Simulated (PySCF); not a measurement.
C₄H₇O₃ (doublet state).
SMILES with atom numbers: `[CH2:1][O:2][C@H:3]1[CH2:4][O:5][CH2:6][O:7]1` (hydrogens: H8, H9 on C1; H10 on C3; H11, H12 on C4; H13, H14 on C6)

Structure used (GFN2-xTB), in Å, numbered top down from 1:
```
atom  x, y, z in Å
C1     2.2527    0.8448    0.5306
O2     1.1168    0.4080    1.1556
C3     0.3681   -0.5463    0.4601
C4    -0.8733   -0.8943    1.3145
O5    -1.9670   -0.5592    0.4894
C6    -1.4731    0.3661   -0.4316
O7    -0.1669   -0.0509   -0.7377
H8     2.3667    0.6612   -0.5211
H9     2.7077    1.6821    1.0194
H10    1.0000   -1.4090    0.2038
H11   -0.9415   -1.9506    1.5714
H12   -0.8537   -0.2805    2.2234
H13   -1.4583    1.3854   -0.0008
H14   -2.0788    0.3427   -1.3390
```

The hyperfine couplings belong to this conformer and change with its torsions.

Level of theory: UKS B3LYP, pcH-1 on C H O, non-relativistic, mean-field spin-orbit, GIAO (PySCF 2.14.0). The structure is a single GFN2-xTB conformer in the gas phase; no vibrational or solvent corrections. Couplings are sensitive to structure, and on GFN2-xTB geometries they can be far from those on DFT ones. Stability of the SCF solution: not tested.

Question: Match the computed a_iso(13C) values +135.0, -4.9, -2.0 MHz with the sites C1; C3; C4.

Answer: 
```json
{"site": "C1", "a_iso (MHz)": "+135.0", "ρ(0) (bohr⁻³)": "+0.1201", "position": "largest spin population", "distance from C1 (Å)": "0.00", "spin population": "+0.95", "largest |T| (MHz)": "153.1"}
{"site": "C3", "a_iso (MHz)": "-4.9", "ρ(0) (bohr⁻³)": "-0.0043", "position": "2 bonds from C1", "distance from C1 (Å)": "2.34", "spin population": "-0.01", "largest |T| (MHz)": "2.2"}
{"site": "C4", "a_iso (MHz)": "-2.0", "ρ(0) (bohr⁻³)": "-0.0018", "position": "3 bonds from C1", "distance from C1 (Å)": "3.66", "spin population": "0.00", "largest |T| (MHz)": "0.8"}
```

ρ(0) is the spin density at the nucleus and T the dipolar tensor; entries for several nuclei are means. The Mulliken spin populations are largest on C1 (+0.95) and O2 (+0.11). No atom but C1 exceeds +0.15. The angles at C1 add up to 354.3°, so it is nearly planar; its axial dipolar tensor and the negative couplings of its protons fit spin in a p orbital normal to that plane.

Nuclei that the bonding pattern makes equivalent are averaged, as if the motion that swaps them (rotation, inversion, ring flip) were fast. The 1H value of -44.1 MHz is a mean of couplings from -47.7 to -40.6 MHz in this one geometry, not an average over conformers.
